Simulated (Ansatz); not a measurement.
Cartesian coordinates in Å:
```
Si 1.735 0.040 1.014
C -0.074 -0.002 1.472
Al -1.082 -1.366 0.526
S -1.700 -1.178 -1.562
Si -0.981 0.743 -2.154
H 1.891 0.420 -0.417
H 2.341 -1.310 1.190
H 2.513 1.004 1.839
H -0.159 -0.207 2.546
H -0.497 0.990 1.283
H -1.505 -2.733 1.197
H -0.890 1.677 -1.002
H 0.354 0.633 -2.791
H -1.947 1.289 -3.140
```

Total charge 0; spin multiplicity 1.

Task: List the CAM-B3LYP/def2-TZVPP orbital energies in eV (Ansatz). (Best estimate.)

Result: Ansatz gave: Occupied: -2419.30, -1801.52, -1800.92, -1526.75, -278.39, -217.40, -161.94, -161.87, -161.84, -146.05, -145.50, -114.78, -101.41, -101.36, -101.35, -100.82, -100.82, -100.81, -75.52, -75.36, -75.29, -21.68, -21.14, -16.59, -16.33, -13.59, -13.25, -11.86, -11.71, -11.57, -10.96, -10.87, -10.77, -9.90, -9.39, -8.97. Lowest empty: -0.29, 0.76, 1.01, 1.59, 1.94, 2.17, 2.25, 2.50.
